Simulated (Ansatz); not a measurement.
Basis-set extrapolation for C₂H₇AlOSi (`[CH2]1O[SiH2][CH2][AlH]1`) (PBE0-D4/def2-TZVP geometry, frozen core, Ansatz 0.2.0). Multiplicity 1, RHF reference.

```json
{"": "HF", "def2-TZVPP": "-685.631742", "def2-QZVPP": "-685.655384"}
{"": "MP2 correlation", "def2-TZVPP": "-0.775310", "def2-QZVPP": "-0.831078"}
{"": "CCSD(T) correlation", "def2-TZVPP": "-0.854200", "def2-QZVPP": "not run"}
```

Energies in hartree. Use E(X) = E(∞) + A·exp(−7.88·√X) for Hartree–Fock and E(X) = E(∞) + B·X^(−2.97) for correlation, with X = 3 and 4, and add CCSD(T) minus MP2 of the smaller set to the MP2 limit.

What is the CCSD(T) energy at the basis-set limit?

HF limit: -685.655384 + (-0.023642) × 0.13774 = -685.65864. MP2 limit: -0.831078 + (-0.055768) × 0.74074 = -0.87239. Higher-order term: -0.854200 − (-0.775310) = -0.07889. Total: -686.60992 hartree, 77.8 kcal/mol below CCSD(T)/def2-TZVPP.
